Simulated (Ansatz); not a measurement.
Geometry optimisation, RKS PBE-D4/def2-SVP (Ansatz).

The input (input.yaml):

```yaml
crystal:
  periodic: [false, false, false]
  atoms:
    - { symbol: Al, position_ang: [0.0, 0.0, 0.0] }
    - { symbol: O, position_ang: [0.0, 0.0, 1.78] }
    - { symbol: Si, position_ang: [-1.3147, -0.4067, 2.7436] }
    - { symbol: H, position_ang: [-2.239, -1.2403, 1.9804] }
    - { symbol: H, position_ang: [-0.8506, -1.1432, 3.9157] }
    - { symbol: H, position_ang: [-1.9987, 0.8095, 3.1733] }
    - { symbol: F, position_ang: [1.4635, 0.0, -0.845] }
    - { symbol: F, position_ang: [-1.4635, 0.0, -0.845] }
basis:
  gaussian: { orbitals: def2-SVP }
hamiltonian:
  xc: pbe
  dispersion: d4
relax:
  f_tol: 0.02
  max_steps: 40
```

Run as:

```bash
$ ansatz run input.yaml --threads 2 --pin off --max-ram 3072MiB --backend cpu --events-out ev --progress --plain --runs-dir out
```

**Question.** Where does it end, and by what steps?

**Answer.** The run converged. The force dipped under the threshold on the way, but the program's further checks kept it going. After 19 steps the energy has fallen by 0.247 eV; O2 moved furthest, 0.90 Å.

```
step  energy less start (eV)  largest force component (eV/Å)  accepted
   0                  0.0000                           1.973       yes
   1                 -0.1275                           1.095       yes
   2                 -0.1367                           0.597       yes
   3                 -0.2021                           0.282       yes
   4                 -0.2234                           0.310       yes
   5                 -0.2391                           0.200       yes
   6                 -0.2436                           0.103       yes
   7                 -0.2425                           0.161        no
   8                 -0.2444                           0.177       yes
   9                 -0.2457                           0.011       yes
  10                 -0.2457                           0.124       yes
  11                 -0.2457                           0.058        no
  12                 -0.2467                           0.005       yes
  13                 -0.2461                           0.092        no
  14                 -0.2468                           0.010       yes
  15                 -0.2469                           0.025       yes
  16                 -0.2469                           0.030       yes
  17                 -0.2469                           0.028       yes
  18                 -0.2469                           0.022       yes
  19                 -0.2469                           0.016       yes
```

```xyz
8
Properties=species:S:1:pos:R:3
Al -0.045 0.027 -0.190
O -0.748 -0.207 1.320
Si -1.406 -0.465 2.828
H -2.563 -1.421 2.721
H -0.370 -1.048 3.750
H -1.894 0.840 3.395
F 1.607 0.085 -0.371
F -0.984 0.209 -1.551
```

Time of the run: 36 s on 2 threads of Intel(R) Xeon(R) Platinum 8259CL CPU @ 2.50GHz (Skylake/Cascade Lake), with other jobs on the host, peak memory 0.17 GiB.
